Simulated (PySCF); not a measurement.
# Interval between two levels of Ag by level of theory

Ag [Kr] 4d10 5s1 [2S1/2, M_J = 1/2] → Ag [Kr] 4d10 5p1 [2P3/2, M_J = 3/2], as a difference of total energies. Computed with PySCF 2.14 in x2c-TZVPall-2c with one added diffuse shell each of s, p, d type (9s10p8d1f, 86 functions), with the two-component X2C-1e Hamiltonian. Correlated levels: [Ar] 3d10 frozen; the 6 highest virtual spinors dropped. "Screened" scales the spin-orbit matrix elements by Boettger's factors to mimic the two-electron term; Breit and QED terms are absent.

```json
{"method": "GHF (spin-free)", "interval between two levels (cm⁻¹)": "24834", "error (cm⁻¹)": "-5638"}
{"method": "GMP2 (spin-free)", "interval between two levels (cm⁻¹)": "29305", "error (cm⁻¹)": "-1167"}
{"method": "GHF (screened spin-orbit)", "interval between two levels (cm⁻¹)": "25039", "error (cm⁻¹)": "-5434"}
{"method": "GMP2 (screened spin-orbit)", "interval between two levels (cm⁻¹)": "29576", "error (cm⁻¹)": "-897"}
```

Reference: 30473 cm⁻¹ (measured; NIST Handbook of Basic Atomic Spectroscopic Data (Sansonetti and Martin, J. Phys. Chem. Ref. Data 34, 1559 (2005))).

The spin-free rows lack the spin-orbit shift.

Errors of the correlated levels include the incompleteness of this basis and the frozen core.
